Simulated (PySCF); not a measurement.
Compound: C₇H₁₂BN.
Numbering: `[CH3:1][C:2]#[C:3][BH2-:4][N+:5]#[C:6][CH2:7][CH2:8][CH3:9]` (hydrogens: H10, H11, H12 on C1; H13, H14 on B4; H15, H16 on C7; H17, H18 on C8; H19, H20, H21 on C9)

Structure used (PBE0-D3(BJ)/def2-SVP), in Å, numbered top down from 1:
```
atom  x, y, z in Å
C1     4.2650    1.1644    0.5771
C2     3.3832    0.1042    0.1128
C3     2.6614   -0.7952   -0.2821
B4     1.7407   -1.9539   -0.7910
N5     0.2629   -1.5139   -0.5781
C6    -0.8217   -1.1711   -0.4128
C7    -2.1744   -0.6973   -0.1850
C8    -2.2111    0.6950    0.4567
C9    -3.6354    1.1680    0.6880
H10    4.9139    1.5350   -0.2334
H11    4.9202    0.8181    1.3933
H12    3.6930    2.0261    0.9589
H13    1.8234   -2.1730   -1.9941
H14    1.8431   -2.9966   -0.1548
H15   -2.6881   -1.4371    0.4522
H16   -2.6999   -0.6972   -1.1550
H17   -1.6706    1.4019   -0.1926
H18   -1.6560    0.6645    1.4077
H19   -4.1985    1.2295   -0.2564
H20   -4.1821    0.4883    1.3603
H21   -3.6442    2.1672    1.1463
```

Computed at PBE0/pcSseg-1 (PySCF, non-relativistic), with Q(11B) = 0.04059 b, Q(14N) = 0.02044 b: B4, 11B (I = 3/2): χzz = 2.457 MHz, η = 0.209; N5, 14N (I = 1): χzz = -2.164 MHz, η = 0.016.

Question: Find the zero-field quadrupole resonance frequencies of 11B at B4.

Answer: From ν = (|χ|/2)√(1 + η²/3): ν = 1.237 MHz (four-coordinate boron).

Question: Find the zero-field quadrupole resonance frequencies of 14N at N5.

Answer: From ν± = (3/4)|χ|(1 ± η/3) and ν0 = |χ|η/2: ν+ 1.632 MHz, ν− 1.615 MHz, ν0 0.017 MHz (nitrogen bonded to B and C).

In a crystal, neighbours and librations shift these lines. One conformer (not necessarily the lowest) at the PBE0-D3(BJ)/def2-SVP geometry, without solvent, vibrations or thermal averaging. With so small a basis the couplings can be 20 % off.
